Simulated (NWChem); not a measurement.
**Correlation energy of FGe**

```xyz
2

Ge     0.0000     0.0000     0.3875
F      0.0000     0.0000    -1.3778
```
Charge 0, spin multiplicity 2.

Program: NWChem. The geometry was optimised at UB3LYP/def2-SVP, a minimum by its harmonic frequencies.

Basis set: def2-SVP. Each correlation energy counts from its own Hartree-Fock reference.

The Hamiltonian is non-relativistic. The correlated methods keep 10 core orbitals frozen. This spin state was chosen for the runs; another may lie lower. The structure started from a generated list of species. The unpaired electrons of the parent sit in orbitals of symmetry b2 (C2v labels of the run); other states weren't searched. No SCF solution was tested for a lower state. Open-shell Hartree-Fock references start from PBE0 orbitals. Coupled-cluster values serve here as a point of comparison, not as the truth.

**Question.** One of these methods gave a correlation energy of -375.2 mHa. Which?
A. CCSD on UHF
B. UMP2
C. CCSD[T] on UHF
D. SCS-UMP2

**Answer.** B, UMP2. The others give -353.2 (SCS-UMP2), -378.4 (CCSD on UHF), -389.1 (CCSD[T] on UHF).
